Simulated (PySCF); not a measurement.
H₆AlNO, singlet, CAM-B3LYP/def2-SVP optimised geometry. Atoms within 1.6 Å of the plane z = 0.0 Å (x, y, z in Å): Al1 (-0.63, -0.83, 0.00), H2 (-1.38, -1.17, -1.37), H3 (-1.38, -1.17, 1.37), O4 (1.11, -0.83, 0.00), H5 (1.66, -1.60, 0.00), N6 (-0.72, 1.22, 0.00), H7 (-0.22, 1.57, 0.82), H8 (-1.66, 1.60, 0.00), H9 (-0.23, 1.57, -0.82).

Computed with CAM-B3LYP/def2-TZVP (PySCF 2.14.0). Cells within 0.4 Å of a nucleus heavier than hydrogen are left out (blank, or x).

Map of the deformation density (molecule minus spherical neutral atoms) (e/bohr³) on the plane z = 0.0 Å:

```
|1111111111111111111111111111111|
|1111111111111111111111111111111|
|1111111111111111111111111111111|
|1111111111111111111111111111111|
|1111111111111111111111111111111|
|1111111111111111111111111111111|
|1111111111111111111111111111111|
|1111111001111111111111111111111|
|1111110002321111111111111111111|
|111111001885x321111111111111111|
|11111100157xxx11011111111111111|
|11111111124xxx10011111111111111|
|1111111111259721111111111111111|
|1111111111235421111111111111111|
|1111111111123221111111111111111|
|1111111111111111111222111111111|
|1111111110011111122332211111111|
|111111111001xx11232xx3111111111|
|111111111111xxx235xxx2111111111|
|111111111111xx1235xxx4211111111|
|1111111111111111232267311111111|
|1111111111110001122247100111111|
|1111111111110001111111000111111|
|1111111111111111111100001111111|
|1111111111111111111111111111111|
|1111111111111111111111111111111|
|1111111111111111111111111111111|
|1111111111111111111111111111111|
|1111111111111111111111111111111|
|1111111111111111111111111111111|
|1111111111111111111111111111111|
```
Scale: ten equal steps from -0.024 (start of '0') to 0.119 (end of '9'), in the order '0123456789'; x runs from -4.00 to 4.00, y from -4.00 (bottom) to 4.00 (top).
